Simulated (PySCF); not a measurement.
## Working with the constants of ZnF

TPSSh constants of ZnF, ²Σ⁺ (doublet), unpaired electrons σ ↑ (basis Zn def2-TZVPP, F def2-TZVPP; no relativity; PySCF 2.14; masses 63.9291 and 18.9984 u):

- ωe: 590.4 cm⁻¹
- ωexe: 3.55 cm⁻¹
- Be: 0.35846 cm⁻¹
- αe: 0.00307 cm⁻¹
- D (centrifugal): 5.29e-07 cm⁻¹
- De to Zn + F: 3.08 eV

**Question.** Give the vibrational terms G(v) and spacings up to v = 6.

**Answer.** G(v) = ωe(v+½) − ωexe(v+½)².

```csv
v,G(v) (cm⁻¹),G(v) − G(v−1),Bv (cm⁻¹)
0,294.3,,0.3569
1,877.6,583.3,0.3539
2,1453.8,576.2,0.3508
3,2022.9,569.1,0.3477
4,2584.9,562.0,0.3446
5,3139.8,554.9,0.3416
6,3687.6,547.8,0.3385
```

**Question.** How well does the Morse estimate ωe²/(4ωexe) reproduce De, and what is D0?

**Answer.** It gives 3.04 eV, 99 % of the computed De. D0 = De − G(0) = 3.08 − 0.04 = 3.04 eV.

The state was picked by a PBE0 search and need not be the measured ground state.
